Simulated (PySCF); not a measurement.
**CeH₃⁺: breathing scan**

Computed with PySCF, PBE0, basis Ce def2-TZVP with ECP28, H def2-TZVP (scalar-relativistic core potentials, no spin–orbit coupling, density fitting).

Rigid scan from the singlet minimum (Ce–H 1.901 Å (×3); H–Ce–H 109.9° (×3)). Coordinate: all bonds to the central atom scaled together. Energies in kJ/mol from the minimum.

(1) Predict the curve at 0.88, 0.92, 0.96, 1.00, 1.04, 1.08, 1.14, 1.22, 1.35.

## Answers

(1) 
| scale of all bonds to the centre | E (kJ/mol) | dipole size (D, about the centre of mass) |
| --- | --- | --- |
| 0.88 | 92.3 | 2.03 |
| 0.92 | 37.6 | 2.24 |
| 0.96 | 8.6 | 2.41 |
| 1.00 | 0.0 | 2.57 |
| 1.04 | 7.3 | 2.70 |
| 1.08 | 26.8 | 2.81 |
| 1.14 | 73.0 | 2.94 |
| 1.22 | 154.7 | 3.07 |
| 1.35 | 309.1 | 3.19 |

At long bonds a restricted determinant can lie too high, and another spin state can fall below this curve.
